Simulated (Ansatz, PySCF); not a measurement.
This triplet is an excited state, 1.00 eV above the relaxed singlet at the level B3LYP/cc-pVTZ // PBE0-D3(BJ)/def2-TZVP (Ansatz, an electronic-structure program).

**C3H3N, SMILES `C#C[C]N` (excited triplet) (charge 0, multiplicity 3)**

Level of theory: PBE-D3(BJ)/def2-TZVP // PBE0-D3(BJ)/def2-TZVP run with PySCF.

| Property | Value |
|---|---|
| highest occupied spin orbital | -3.95 eV |
| dipole moment | 2.94 D |
| total energy | -170.5549 Ha |
| cost | around 4 core-minutes (rough) |

Bonds (Å): C1–C2 1.288, C1–H5 1.073, C2–C3 1.263, C3–N4 1.335, N4–H6 1.008, N4–H7 1.011. Bond angles (°): C2–C1–H5 145.6, C1–C2–C3 171.5, C2–C3–N4 161.7, C3–N4–H6 117.0, C3–N4–H7 117.1, H6–N4–H7 113.4.
Charge 0, spin multiplicity 3.
